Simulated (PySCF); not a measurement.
Level of theory: PBE-D3(BJ)/def2-TZVP // PBE0-D3(BJ)/def2-TZVP (PySCF). All species are isolated molecules in the gas phase. One relaxed conformer stands for a flexible species; it need not be the lowest. Excitations are Tamm–Dancoff values on a coarser integration grid. The basis has no diffuse functions, so Rydberg states are missing or too high.

Reference species (SMILES): `C(N)=C` (neutral, multiplicity 1).

The S1–T1 gap (TDA) comes out as 1.14 eV. The S1 oscillator strength is 0.006 and the S1 excitation (TDA) comes out as 5.27 eV.

Changed species: `[H]/N=C/C`.

**Question.** Predict the effect on the S1–T1 gap (TDA), S1 oscillator strength and S1 excitation (TDA).

**Answer.** the S1–T1 gap (TDA) falls by 0.21 eV, to 0.93 eV; the S1 oscillator strength is nearly the same; the S1 excitation (TDA) increases by 0.08 eV, to 5.35 eV.
